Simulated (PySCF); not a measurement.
Job for PySCF: R-B3LYP/6-31G* on GeH4 (SMILES [GeH4]).

```python
from pyscf import gto, scf, dft, mp
from pyscf.data.elements import chemcore

mol = gto.M(
    atom='''
    Ge    0.02115008    0.04975725    3.48998926
    H    -0.75481217   -1.18504388    3.01090709
    H     0.00309437    0.09187431    5.02802200
    H    -0.64324535    1.32065027    2.94288110
    H     1.47419660   -0.02853892    3.00341783
    ''',
    basis='6-31g*',
    cart=True,
    charge=0, spin=0, verbose=3, max_memory=1800)
mf = dft.RKS(mol, xc='b3lyp')
mf.conv_tol = 1e-8
mf.max_cycle = 100
mf.kernel()
if not mf.converged:
    mf = mf.newton().run(mf.mo_coeff, mf.mo_occ)
```

Problem. What total energy does the run end on?

Solution. -2079.1532 hartree.
